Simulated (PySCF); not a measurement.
**Exercise with solution: oscillator strength and radiative lifetime**

CH3F3OSi, SMILES O[Si](F)(F)CF.

Coordinates come from a PBE-D3(BJ)/def2-SVP optimisation. The structure was generated by enumeration, and PubChem lists no compound with its InChIKey, so it may never have been made. The values are those of a single conformer.

TDDFT-M06-2X/def2-SVPD in PySCF puts the first singlet state with f over 0.02 at 8.07 eV (vertical), with the transition dipole (-0.245, 0.215, 0.133) in atomic units.

**Question.** Find the oscillator strength, the wavelength and the radiative lifetime that this transition would have in vacuum if emission retraced absorption.

**Answer.** 
|μ|² = 0.1239 au, so |μ| = 0.89 D. ΔE = 8.07/27.211 = 0.2966 hartree. f = (2/3) ΔE |μ|² = 0.025 (the program prints 0.025).
λ = 1239.84/8.07 = 154 nm; ν = 65089 cm⁻¹.
Einstein's coefficient A = 0.6670 ν² f s⁻¹ (ν in cm⁻¹) = 6.9e7 s⁻¹, so τ = 1/A = 14 ns. This state is S1. The figure is the radiative limit of this one transition; relaxation, internal conversion, crossing to triplets and a medium change what is measured.
